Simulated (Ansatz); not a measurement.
Si₂Ni. The state is a singlet with charge 0. Geometry r2SCAN-D4/def2-TZVP.

```
atom   x (Å)   y (Å)   z (Å)
 Ni1  -1.106  -0.497  -0.098
 Si2   0.147   1.025   0.690
 Si3   0.958  -0.528  -0.592
```

The restricted singlet is unstable towards broken spin symmetry at other levels; at PBE-D4/def2-SVP, revPBE-D4/def2-TZVP, PBE0-D4/def2-SVP, PBE0-D4/def2-TZVPD this wasn't settled. At PBE-D4/def2-SVP, PBE-D4/def2-TZVP, revPBE-D4/def2-TZVP an occupied level lies above an empty one. At PBE-D4/def2-TZVP the restricted singlet is unstable: a solution with broken spin symmetry lies lower. At PBE0-D4/def2-TZVP a triplet of charge 0 lies 0.86 eV below the restricted singlet, each at its own geometry. The structure comes from a short search, and lower isomers may exist.

Q: Estimate the orbital energies around the gap (eV) in Ansatz with PBE-D4/def2-SVP, PBE-D4/def2-TZVP, revPBE-D4/def2-TZVP, PBE0-D4/def2-SVP, PBE0-D4/def2-TZVPD.

A: 
```tsv
orbital	PBE-D4/def2-SVP	PBE-D4/def2-TZVP	revPBE-D4/def2-TZVP	PBE0-D4/def2-SVP	PBE0-D4/def2-TZVPD
HOMO−9	-65.28	-65.75	-65.75	-70.52	-70.80
HOMO−8	-13.21	-13.40	-13.33	-14.85	-15.03
HOMO−7	-9.17	-9.44	-9.37	-10.39	-10.65
HOMO−6	-6.60	-6.96	-6.89	-8.13	-8.36
HOMO−5	-6.24	-6.44	-6.37	-7.56	-7.84
HOMO−4	-6.02	-6.38	-6.33	-7.37	-7.76
HOMO−3	-6.01	-6.37	-6.32	-7.33	-7.65
HOMO−2	-4.88	-5.43	-5.37	-6.86	-7.27
HOMO−1	-4.49	-4.96	-4.91	-6.46	-6.61
HOMO	-3.99	-4.37	-4.32	-5.18	-5.40
LUMO	-4.45	-4.74	-4.68	-3.51	-3.85
LUMO+1	-2.53	-2.82	-2.76	-1.73	-2.08
LUMO+2	-2.14	-2.25	-2.17	-1.46	-1.58
LUMO+3	-1.79	-2.06	-2.01	-1.04	-1.32
LUMO+4	1.36	0.53	0.59	2.49	0.42
LUMO+5	1.82	1.12	1.18	2.66	0.75
```
